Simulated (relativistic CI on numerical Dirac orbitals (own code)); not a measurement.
**Zn4+: M2,3 absorption edge**

Computed with this model: Dirac-Coulomb-Breit CI, KLI orbitals optimised for each configuration, model QED (radiative potential, 1s self-energy scaled to tabulated hydrogen-like ionisation energies), multiplet model of core-to-valence dipole absorption, unscaled Slater integrals; configurations [Ar] 3d8 → [Ne] 3s2 3p5 3d9; 300 K; Lorentzian 0.8 eV and Gaussian 0.3 eV FWHM. Energies are those of the free ion, without screening or charge transfer. The branching ratio is the share of the lower-energy edge in the whole absorption, uncertain by about 0.02 where the edges overlap. S is read from ⟨S²⟩ = S(S + 1).

Field parameters in Wybourne normalisation: Oh B⁴₀ = 21Dq, B⁴₄ = √(5/14) B⁴₀. The field is a parameter set, without covalency.

Computed curve for free ion, scaled to 100 at the maximum (points under 2 are left out and the grid is thinned):

| Energy (eV) | Intensity |
| --- | --- |
| 77.0 | 2.0 |
| 77.2 | 2.4 |
| 77.4 | 2.9 |
| 77.7 | 4.0 |
| 77.9 | 5.1 |
| 78.1 | 6.8 |
| 78.3 | 9.5 |
| 78.5 | 13.9 |
| 78.7 | 21.7 |
| 79.0 | 41.6 |
| 79.2 | 51.1 |
| 79.4 | 45.7 |
| 79.6 | 32.2 |
| 79.8 | 21.6 |
| 80.0 | 16.1 |
| 80.3 | 14.6 |
| 80.5 | 15.4 |
| 80.7 | 14.2 |
| 80.9 | 10.8 |
| 81.1 | 7.6 |
| 81.3 | 5.5 |
| 81.6 | 3.8 |
| 81.8 | 3.1 |
| 82.0 | 2.7 |
| 82.2 | 2.5 |
| 82.4 | 2.3 |
| 82.6 | 2.2 |
| 82.9 | 2.1 |
| 83.1 | 2.1 |
| 83.3 | 2.2 |
| 83.5 | 2.3 |
| 83.7 | 2.4 |
| 83.9 | 2.6 |
| 84.2 | 3.0 |
| 84.4 | 3.4 |
| 84.6 | 3.9 |
| 84.8 | 4.6 |
| 85.0 | 5.5 |
| 85.2 | 6.8 |
| 85.5 | 9.8 |
| 85.7 | 13.2 |
| 85.9 | 18.7 |
| 86.1 | 28.1 |
| 86.3 | 44.4 |
| 86.5 | 70.0 |
| 86.8 | 100.0 |
| 87.0 | 85.4 |
| 87.2 | 57.3 |
| 87.4 | 35.8 |
| 87.6 | 23.1 |
| 87.8 | 15.8 |
| 88.1 | 9.8 |
| 88.3 | 7.5 |
| 88.5 | 5.9 |
| 88.7 | 4.8 |
| 88.9 | 4.0 |
| 89.1 | 3.3 |
| 89.4 | 2.6 |
| 89.6 | 2.3 |
| 89.8 | 2.0 |

The ground state has S = 1.00, and the centroid lies at 84.05 eV.
